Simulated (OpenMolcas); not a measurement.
Cu3+ in a point-charge field

Cu3+ among 4 point charges of -1.5 e arranged as a tetrahedron (Td), 2.1 Å from the ion.

| Item | Value |
| --- | --- |
| Program | OpenMolcas 26.06 |
| Method | CASSCF |
| Basis | ANO-RCC-VDZP [5s4p2d1f] |
| Scalar Hamiltonian | DKH2, point nucleus |
| Active space | 8 electrons in 5 orbitals (3d) |
| State averaging | 2S+1 = 3 even, 10 roots; 2S+1 = 1 even, 15 roots |
| Spin-orbit coupling | RASSI with atomic mean-field integrals over the reference wave functions |

The lowest spin-free states (labels of Td), above the lowest:

```json
{"State": "3T1", "Degeneracy": "3", "E (cm-1)": "0.0", "Free-ion L (%)": "F (100)"}
{"State": "3T2", "Degeneracy": "3", "E (cm-1)": "549.5", "Free-ion L (%)": "F (100)"}
{"State": "3A2", "Degeneracy": "1", "E (cm-1)": "1233", "Free-ion L (%)": "F (100)"}
{"State": "1T2", "Degeneracy": "3", "E (cm-1)": "18451", "Free-ion L (%)": "D (100)"}
{"State": "1E", "Degeneracy": "2", "E (cm-1)": "18778", "Free-ion L (%)": "D (100)"}
{"State": "3T1", "Degeneracy": "3", "E (cm-1)": "22424", "Free-ion L (%)": "P (100)"}
{"State": "1T2", "Degeneracy": "3", "E (cm-1)": "28630", "Free-ion L (%)": "G (100)"}
{"State": "1E", "Degeneracy": "2", "E (cm-1)": "28915", "Free-ion L (%)": "G (100)"}
{"State": "1T1", "Degeneracy": "3", "E (cm-1)": "28964", "Free-ion L (%)": "G (100)"}
{"State": "1A1", "Degeneracy": "1", "E (cm-1)": "29081", "Free-ion L (%)": "G (100)"}
{"State": "1A1", "Degeneracy": "1", "E (cm-1)": "70543", "Free-ion L (%)": "S (100)"}
```

The lowest levels with spin-orbit coupling:

| E (cm-1) | Degeneracy | Label | 2S+1 |
| --- | --- | --- | --- |
| 0.0 | 1 | A1 | 3 |
| 172.6 | 3 | T1 | 3 |
| 331.3 | 2 | E | 3 |
| 703.3 | 3 | T2 | 3 |
| 2303 | 3 | T1 | 3 |
| 2317 | 3 | T2 | 3 |
| 2477 | 1 | A2 | 3 |
| 3442 | 2 | E | 3 |
| 3904 | 3 | T2 | 3 |
| 19561 | 3 | T2 | 1 (88 %) |
| 19825 | 2 | E | 1 (86 %) |
| 23882 | 3 | T2 | 3 (89 %) |
| 23933 | 2 | E | 3 (87 %) |
| 24351 | 3 | T1 | 3 |
| 24711 | 1 | A1 | 3 |
| 30114 | 3 | T2 | 1 |
| 30399 | 2 | E | 1 |
| 30447 | 3 | T1 | 1 |
| 30563 | 1 | A1 | 1 |
| 72110 | 1 | A1 | 1 |

Powder χT (cm3 K/mol): 0.0644 at 2 K, 0.322 at 10 K, 1.59 at 50 K, 2.67 at 100 K, 3.39 at 200 K, 3.62 at 300 K. The effective moment at 300 K is 2.828 √(χT) = 5.38 μB.

The lowest level has 2S+1 = 3, for which the spin-only value is χT = S(S+1) / 2 = 1.000 cm3 K/mol (g = 2). The computed 3.615 at 300 K differs by +2.615, through orbital momentum, spin-orbit coupling and any other state in reach. With a threefold ground state the orbital momentum is unquenched, so the spin-only value is not expected to hold.

A least-squares ligand-field fit to the states below 45000 cm-1, each weighted by its degeneracy and with a free common offset, gives 10Dq = -662 cm-1 (negative for this site), B = 1466 cm-1 and C = 5421 cm-1 (C/B = 3.70), with an rms deviation of 17 cm-1.

An orbital triplet at a regular site is open to Jahn-Teller coupling, which can distort the site and quench the lowest spin-orbit gaps and is left out. Without dynamic correlation the repulsion within the d shell is too large (B by tens of per cent), so at a given field states of lower spin stand too high. The ground term spreads over less than 5000 cm-1, several times less than with real ligands, so orbital moments are less quenched and χT lies further from the spin-only value than at real sites. This is an electrostatic model: the charges have no orbitals. No measured value stands beside these numbers.

The RASSCF and RASSI steps took 4.8 s on 1 thread of Arm Neoverse V2 (shared host); the integral step is not counted.
